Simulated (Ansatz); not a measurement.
Species: AlOH3, charge 0, singlet. AlOH3 (SMILES [AlH2][OH]).
B3LYP-D3(BJ)/def2-TZVP minimum from Ansatz (a program for electronic structure):
```
Al
O 1 1.6999
H 2 0.9582 1 124.13
H 1 1.5709 2 115.84 3 -180.00
H 1 1.5788 4 124.38 2 -180.00
```

Wanted: atomisation energy (electronic, to ground-state atoms), in kcal/mol. UHF or UKS for unpaired electrons; spin-orbit terms are left out. CBS(X,Y): correlation extrapolated as X^-3, Hartree-Fock from the larger set (Q,5: extrapolated as (X+1)exp(-9√X)). A bracket is a step between two methods taken in the basis named. Functionals run without relativity, which enters their misses. Double hybrids freeze cores in their MP2 part. 'core' is core correlation in cc-pwCVTZ (1s frozen past Ne), 'X2C' scalar relativity in cc-pVTZ-DK, both at CCSD(T). For partners of very few electrons the exact lower level stands in for a higher one.

CCSD(T)/CBS(cc-pV(Q+d)Z,cc-pV(5+d)Z) + [CCSDT(Q) - CCSD(T)]/cc-pV(T+d)Z + [CCSDTQ - CCSDT(Q)]/cc-pV(D+d)Z + core + X2C (Ansatz) gives 366.4 kcal/mol.

Q: What does PBE/def2-TZVPD (Ansatz) give here, and how do the other levels compare?

A: PBE gives 359.8 kcal/mol, 6.6 kcal/mol below it. Differences of the others: r2SCAN/def2-TZVPD (Ansatz) -2.9; B3LYP/def2-TZVPD (Ansatz) -5.4; PBE0/def2-TZVPD (Ansatz) -12.5; wB97M-V/def2-TZVPD (Ansatz) -1.5; B2PLYP/def2-TZVPD (Ansatz) -6.8; CCSD(T)/CBS(cc-pV(Q+d)Z,cc-pV(5+d)Z) + core + X2C (Ansatz) 0.0 kcal/mol. Nearer than PBE: r2SCAN/def2-TZVPD, B3LYP/def2-TZVPD, wB97M-V/def2-TZVPD, CCSD(T)/CBS(cc-pV(Q+d)Z,cc-pV(5+d)Z) + core + X2C.
